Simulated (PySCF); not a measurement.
Highest harmonic wavenumber (cm⁻¹) of eight silicon and germanium compounds: PBE-D3(BJ) beside PBE0-D3(BJ), computed with PySCF for isolated molecules in the bases named; differences from unrounded values. The eight are the first of their class met in an unordered collection, after screening for sound electronic states; none was chosen by its value. Each level has its own optimised geometry.

```
molecule                                                        basis  PBE0-D3(BJ)  PBE-D3(BJ)  difference
-----------------------------------------------------------  --------  -----------  ----------  ----------
ClGeH6NSi, SMILES N[Si@@H](Cl)[GeH3]                         def2-SVP         3701        3572        -129
GeH8N2Si, SMILES [GeH2]([SiH2]N)[NH2]                        def2-SVP         3700        3567        -133
C2H7NSi2, SMILES C1=C[Si@@H](N)[SiH2]1                       def2-SVP         3730        3598        -132
Ge(F)(OH)2(NH2) (FGeH4NO2), SMILES [OH][Ge]([F])([OH])[NH2]  def2-SVP         3906        3727        -179
Si(F)(Me)(SH)2 (CH5FS2Si), SMILES C[Si](F)(S)S               def2-SVP         3179        3092         -87
C₃H₆FNSi, SMILES F[C@@H]1CN=C1[SiH3]                         def2-SVP         3154        3061         -93
C3H6F2Si, SMILES C(/C)(=C\[SiH2]F)F                          def2-SVP         3220        3128         -92
C4H13NSi, SMILES [SiH2](C)CN(C)C                             def2-SVP         3167        3080         -87
```

PBE-D3(BJ) lies below PBE0-D3(BJ) in 8 and above it in 0 of the eight; the mean signed difference is -116 and the largest -179 cm⁻¹.
